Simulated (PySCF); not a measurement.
C4H9NSi, SMILES CN=C1C[SiH2]C1.

Geometry: ωB97X-D3(BJ)/def2-SVP. The structure was generated by enumeration, and PubChem lists no compound with its InChIKey, so it may never have been made.

These are B3LYP/def2-TZVP run with PySCF values and carry that method's errors.

Gas-phase values at a fixed geometry.

```
Property                                                                                                        Result
---------------------------------------------------------------------------------------------  -----------------------
total energy                                                                                        -502.15983 hartree
highest occupied level                                                                                        -6.66 eV
lowest empty level                                                                                            -0.42 eV
orbital gap                                                                                                    6.25 eV
dipole moment                                                                                                   1.64 D
quadrupole, principal values (traceless, Buckingham form, about the centre of nuclear charge)    -6.09, 1.13, 4.96 D·Å
mean static polarisability                                                                       82.6 bohr³ (12.24 Å³)
polarisability, principal values                                                               65.0, 73.3, 109.5 bohr³
```
